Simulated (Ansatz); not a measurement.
`B[Si](C)(O)F` + H₂O → `C[Si](O)(O)F` + BH₃ at 700 K and 1 bar (formal hydrolysis of the Si–B bond).

Isolated molecules relaxed with PBE0-D4/def2-TZVP in Ansatz; ΔE leaves out vibrations. CCSD(T)/CBS adds triple-zeta CCSD(T) − MP2 to the extrapolated MP2 energy (def2 sets, frozen cores). This one scheme is used for every species. One conformer a species, not always the lowest.

```json
{"species": "`B[Si](C)(O)F`", "CCSD(T)/CBS energy (Eh)": "-530.60219", "H − E (kJ/mol)": "281.4", "S (J/(mol·K))": "494.7"}
{"species": "H₂O", "CCSD(T)/CBS energy (Eh)": "-76.37941", "H − E (kJ/mol)": "80.5", "S (J/(mol·K))": "218.4"}
{"species": "`C[Si](O)(O)F`", "CCSD(T)/CBS energy (Eh)": "-580.48617", "H − E (kJ/mol)": "260.0", "S (J/(mol·K))": "462.4"}
{"species": "BH₃", "CCSD(T)/CBS energy (Eh)": "-26.55200", "H − E (kJ/mol)": "96.5", "S (J/(mol·K))": "225.0"}
```

H − E and S are ideal-gas, rigid-rotor, harmonic terms from PBE0-D4/def2-TZVP, for one conformer and one mirror image of each species. 1 Eh = 2625.50 kJ/mol, R = 8.31446 J/(mol·K).

**Question.** By hand: ΔE, ΔH, ΔS and ΔG.

**Answer.** ΔE = (-580.48617) + (-26.55200) − (-530.60219) − (-76.37941) = -0.05657 Eh = -148.5 kJ/mol. Δ(H − E) = 260.0 + 96.5 − 281.4 − 80.5 = -5.4, so ΔH = -153.9 kJ/mol. ΔS = 462.4 + 225.0 − 494.7 − 218.4 = -25.7 J/(mol·K). ΔG = -153.9 − 700 × (-25.7)/1000 = -135.9 kJ/mol.

**Question.** By hand: the equilibrium constant, and the temperature at which ΔG would vanish if ΔH and ΔS stayed fixed.

**Answer.** log₁₀ K = −ΔG/(RT ln 10) = 10.1. ΔG = 0 at ΔH/ΔS = 5988 K, far beyond where these terms or the molecules hold.

ΔH outweighs TΔS. A doubt of 5 kJ/mol in ΔE shifts log₁₀ K by 0.4 here. Other conformers and mirror images would add mixing entropy, several J/(mol·K) or more a flexible species. Modes under 60 cm⁻¹, often nearly free rotors, make the harmonic entropy too high. These are equilibria of isolated gas molecules and say nothing of rates. Largest T1 diagnostic: 0.011 (customary marks: 0.02 for closed shells, 0.045 for open ones).
